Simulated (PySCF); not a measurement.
## A small calculation by hand: oscillator strength and radiative lifetime

In(H)(SiH3)2 (H7InSi2), SMILES [SiH3][InH][SiH3].

Geometry optimised at PBE-D3(BJ)/def2-SVP. The structure was generated by enumeration; whether it is a known compound was not checked. The def2 effective core potentials stand for the cores of In; spin–orbit coupling is left out.

TDA-ωB97X/def2-SVPD in PySCF puts the first singlet state with f over 0.02 at 6.32 eV (vertical), with the transition dipole (1.033, -1.403, 0.943) in atomic units.

Q: Find the oscillator strength, the wavelength and the radiative lifetime that this transition would have in vacuum if emission retraced absorption.

A: 
|μ|² = 3.9247 au, so |μ| = 5.04 D. ΔE = 6.32/27.211 = 0.2323 hartree. f = (2/3) ΔE |μ|² = 0.608 (the program prints 0.608).
λ = 1239.84/6.32 = 196 nm; ν = 50974 cm⁻¹.
Einstein's coefficient A = 0.6670 ν² f s⁻¹ (ν in cm⁻¹) = 1.1e9 s⁻¹, so τ = 1/A = 0.95 ns. This state is S3; the lower singlets have f = 0.000, 0.003. The figure is the radiative limit of this one transition; relaxation, internal conversion, crossing to triplets and a medium change what is measured.
